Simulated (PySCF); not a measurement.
Geometry:
| atom | x (Å) | y (Å) | z (Å) |
| --- | --- | --- | --- |
| C1 | 3.787 | -0.780 | 0.084 |
| C2 | 2.957 | 0.064 | -0.504 |
| O3 | 1.620 | -0.030 | -0.366 |
| Si4 | 0.432 | 0.889 | -0.992 |
| C5 | -1.160 | 0.089 | -0.317 |
| C6 | -1.177 | 0.124 | 1.212 |
| C7 | -1.275 | -1.364 | -0.783 |
| C8 | -2.362 | 0.871 | -0.842 |
| H9 | 3.419 | -1.580 | 0.701 |
| H10 | 4.849 | -0.689 | -0.037 |
| H11 | 3.306 | 0.877 | -1.129 |
| H12 | 0.574 | 2.280 | -0.547 |
| H13 | 0.480 | 0.856 | -2.458 |
| H14 | -2.097 | -0.320 | 1.594 |
| H15 | -1.117 | 1.148 | 1.576 |
| H16 | -0.335 | -0.434 | 1.618 |
| H17 | -2.195 | -1.813 | -0.408 |
| H18 | -1.287 | -1.422 | -1.869 |
| H19 | -0.435 | -1.950 | -0.418 |
| H20 | -2.387 | 0.857 | -1.929 |
| H21 | -3.291 | 0.438 | -0.473 |
| H22 | -2.318 | 1.909 | -0.520 |

PySCF 2.14 calculation with shieldings: GIAO PBE0/pcSseg-1 and structure optimised with GFN2-xTB; no relativistic terms, in vacuum, one averaged value for each set of equivalent atoms, a single conformation.

Chemical shifts δ = σref − σ; $^{13}$C (σ = 186.93 ppm) and $^{1}$H (σ = 31.72 ppm) and $^{29}$Si (σ = 349.16 ppm) against TMS; $^{17}$O (σ = 336.08 ppm) against H2O, all at this level.

| atoms | nucleus | count | Hirshfeld charge | δ (ppm) |
| --- | --- | --- | --- | --- |
| C1 | $^{13}$C | 1 | -0.14 | ? |
| H9 | $^{1}$H | 1 | 0.04 | 4.90 |
| Si4 | $^{29}$Si | 1 | 0.40 | -10.8 |
| H11 | $^{1}$H | 1 | 0.05 | 6.59 |
| H10 | $^{1}$H | 1 | 0.05 | 4.53 |
| C6/C7/C8 | $^{13}$C | 3 | -0.12 | 27.3 |
| C5 | $^{13}$C | 1 | -0.06 | 21.4 |
| O3 | $^{17}$O | 1 | -0.18 | ? |
| H14/H15/H16/H17/H18/H19/H20/H21/H22 | $^{1}$H | 9 | 0.04 | ? |
| C2 | $^{13}$C | 1 | 0.03 | 152.9 |
| H12/H13 | $^{1}$H | 2 | -0.09 | 4.73 |

**Question.** Complete the table.

**Answer.** 
- C1: 100.7 ppm, β carbon of an enol-ether or enamine type C=C; the O or N lone pair pushes π density onto this β carbon and shields it
- H14/H15/H16/H17/H18/H19/H20/H21/H22: 1.07 ppm, hydrogen on a methyl carbon
- O3: 105.4 ppm, oxygen bonded to C, Si

Shifts are as computed. Against solution values, carbons near 30 ppm lie about +3 ppm off and those near 130 ppm about +5 ppm. Of 1211 compounds with measured shifts, 218 miss one by over three times the rms of a fit or turn the order of signals round; such compounds aren't used in these exercises. Experimental scales use liquid or dissolved standards, which lie at an offset from isolated H2O (liquid H2O: subtract about 36 ppm).
